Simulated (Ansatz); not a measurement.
Reaction (substitution at a C–B bond): `CCCBS` + HBr → `CCCBr` + `BS`

Calculated with Ansatz (gas phase, PBE0-D4/def2-TZVP geometries, no zero-point term in ΔE). CBS: MP2 limit from def2 TZ/QZ plus the TZ coupled-cluster correction, frozen cores. This one scheme is used for every species. DFT in def2-TZVPP. B3LYP here is the variant with VWN-RPA as its local correlation; programs differ in this. For Br outer-core shells are correlated without core-valence functions, which leaves a few kJ/mol of doubt a bond. Scalar relativity is left out up to krypton. One conformer a species, not always the lowest.

CCSD(T)/CBS gives +10.8 kcal/mol.

Question: Another level gave +10.6 kcal/mol. Which?
A. PBE0-D4/def2-TZVPP
B. HF/def2-TZVPP
C. SCS-MP2/def2-TZVPP
D. B3LYP-D4/def2-TZVPP

Answer: D. B3LYP-D4 10.6, HF/def2-TZVPP 8.0, PBE0-D4 11.8, SCS-MP2/def2-TZVPP 9.6 kcal/mol.

Largest T1 diagnostic among the species: 0.015.

The D4 term adds +1.4 kcal/mol with B3LYP and +0.9 kcal/mol with PBE0; it sums over pairs of atoms, weighted by their polarisabilities, and B3LYP, whose exchange is more repulsive, gets the larger term. In def2-TZVPP, CCSD(T) changes the Hartree–Fock value by +2.8 kcal/mol (the triples alone add +0.1 kcal/mol) and MP2 by +2.7 kcal/mol.
